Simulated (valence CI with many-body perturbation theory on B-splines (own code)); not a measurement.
## Level structure of Sn¹⁸⁺

Computed by relativistic CI+MBPT: four valence electrons over a frozen Dirac-Fock core [Ar] 3d10, a basis of 11 s, 11 p, 9 d, 7 f, 5 g, 2 h, 1 i functions for each j, with the one-electron correlation potential Σ1 (screened to all orders), the two-electron term Σ2, the three-electron term Σ3, Breit, model QED; selected single and double excitations, second order for the rest (own B-spline code, finite nucleus).

No measured levels were compared; by estimate levels hold to about 250 cm⁻¹ or 0.2 % of their energy and the worst to 1 %, as in measured heavy ions of charge 2 to 7; those with d or f electrons hold less well.

Levels 46 to 72 of 72, with energies above the lowest level, 4s²4p² ³P_0. "Leading %" is the weight of the configuration and term that name the level; weights of strongly mixed levels are sums over their largest components and can fall short. In the jj column 3d3/2^4 stands for four electrons in 3d with j = 3/2. Lifetimes count E1, E2, E3, M1 and M2 decay at the calculated energies, and are blank where another channel may lead or the interval is too uncertain; long ones can be off by a factor of two.

```csv
No.,Configuration,Term,J,E (eV),Leading %,g,Lifetime,Leading jj
46,4s4p²4d,⁵P,3,135.45,41,1.484,7.59 ps,4s 4p1/2 4p3/2 4d5/2 (50 %)
47,4s4p²4d,⁵P,2,136.10,72,1.705,4.96 ps,4s 4p1/2 4p3/2 4d3/2 (52 %)
48,4s4p²4d,⁵P,1,136.61,75,2.288,4.88 ps,4s 4p1/2 4p3/2 4d3/2 (63 %)
49,4s4p²4d,³P,1,137.79,40,1.139,7.82 ps,4s 4p1/2 4p3/2 4d5/2 (39 %)
50,4s4p²4d,³G,3,137.93,70,0.819,50.5 ps,4s 4p1/2 4p3/2 4d3/2 (83 %)
51,4s4p²4d,³F,4,138.53,34,1.248,71.9 ps,4s 4p3/2^2 4d5/2 (45 %)
52,4s4p²4d,³F,2,138.72,45,1.006,10.7 ps,4s 4p1/2 4p3/2 4d3/2 (36 %)
53,4s4p²4d,³G,4,140.71,62,1.111,54.2 ps,4s 4p1/2 4p3/2 4d5/2 (66 %)
54,4s4p²4d,³D,3,142.26,46,1.179,14.2 ps,4s 4p1/2 4p3/2 4d5/2 (63 %)
55,4s4p²4d,³D,1,142.85,64,0.797,12.0 ps,4s 4p1/2 4p3/2 4d3/2 (34 %)
56,4s4p²4d,³P,0,143.09,64,,8.40 ps,4s 4p3/2^2 4d5/2 (36 %)
57,4s4p²4d,³D,3,143.37,41,1.165,6.30 ps,4s 4p1/2 4p3/2 4d5/2 (56 %)
58,4s4p²4d,³D,1,143.93,66,0.720,9.23 ps,4s 4p1/2 4p3/2 4d3/2 (49 %)
59,4s4p²4d,¹G,4,144.06,53,1.120,31.8 ps,4s 4p1/2 4p3/2 4d5/2 (42 %)
60,4s4p²4d,³G,5,144.15,78,1.236,107 ps,4s 4p3/2^2 4d5/2 (73 %)
61,4s4p²4d,³D,2,145.54,47,1.070,7.97 ps,4s 4p3/2^2 4d3/2 (38 %)
62,4s4p²4d,³D,1,145.72,68,0.781,5.12 ps,4s 4p1/2 4p3/2 4d3/2 (34 %)
63,4s4p²4d,³P,0,146.02,89,,5.73 ps,4s 4p1/2 4p3/2 4d5/2 (44 %)
64,4s4p²4d,³F,3,146.40,46,1.160,9.41 ps,4s 4p1/2 4p3/2 4d5/2 (56 %)
65,4s4p²4d,³D,2,146.54,72,1.151,6.00 ps,4s 4p1/2 4p3/2 4d5/2 (42 %)
66,4s4p²4d,³F,2,146.77,46,0.908,4.57 ps,4s 4p1/2 4p3/2 4d3/2 (38 %)
67,4s4p²4d,³P,1,147.20,51,1.492,6.83 ps,4s 4p1/2 4p3/2 4d5/2 (82 %)
68,4s4p²4d,³D,2,147.81,52,1.103,6.64 ps,4s 4p1/2 4p3/2 4d5/2 (51 %)
69,4s4p²4d,³D,3,147.93,39,1.232,3.93 ps,4s 4p3/2^2 4d3/2 (36 %)
70,4s4p²4d,³P,1,149.99,32,1.338,5.57 ps,4s 4p3/2^2 4d3/2 (42 %)
71,4s4p²4d,³P,2,150.25,46,1.320,5.01 ps,4s 4p1/2 4p3/2 4d5/2 (27 %)
72,4s4p²4d,³F,4,151.24,75,1.215,3.78 ps,4s 4p3/2^2 4d3/2 (63 %)
```

Names give the largest LS component (configuration and term), which can be under half, so a name can repeat, a term be missing and a line seem to break the LS rules; names also repeat where a configuration has a term twice.

Where two levels of one J and parity lie close, their mixing, g and order are uncertain.
